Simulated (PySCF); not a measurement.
A structure optimised at PBE-D3(BJ)/def2-SVP, used in a PySCF frequency run:

```xyz
8

O      0.5584     1.4289     0.0000
Sn    -0.0258    -0.5363     0.0000
H      0.6771    -1.1795     1.4345
H      0.6771    -1.1795    -1.4345
H     -1.7502    -0.5420     0.0000
B     -0.2930     2.4736     0.0000
H     -1.5145     2.3191     0.0000
H      0.1974     3.5960     0.0000
```
Charge 0, spin multiplicity 1.

Problem. Write its SMILES, formula and point group.

Solution. B[O][SnH3], BH5OSn, Cs

Problem. What are its rotational constants (standard atomic weights)?

Solution. 30.759, 3.2002, 3.0435 GHz
